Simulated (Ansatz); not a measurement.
Basis-set extrapolation for CH9NO2Si2 (`CN([SiH3])[SiH](O)O`) (PBE0-D4/def2-TZVP geometry, frozen core, Ansatz). Multiplicity 1, RHF reference.

```tsv
	def2-TZVPP	def2-QZVPP
HF	-825.437727	-825.468982
MP2 correlation	-1.115125	-1.199618
CCSD(T) correlation	-1.206985	not run
```

Energies in hartree. Use E(X) = E(∞) + A·exp(−7.88·√X) for Hartree–Fock and E(X) = E(∞) + B·X^(−2.97) for correlation, with X = 3 and 4, and add CCSD(T) minus MP2 of the smaller set to the MP2 limit.

Problem. What is the CCSD(T) energy at the basis-set limit?

Solution. HF limit: -825.468982 + (-0.031255) × 0.13774 = -825.47329. MP2 limit: -1.199618 + (-0.084493) × 0.74074 = -1.26221. Higher-order term: -1.206985 − (-1.115125) = -0.09186. Total: -826.82736 hartree, 479.5 kJ/mol below CCSD(T)/def2-TZVPP.
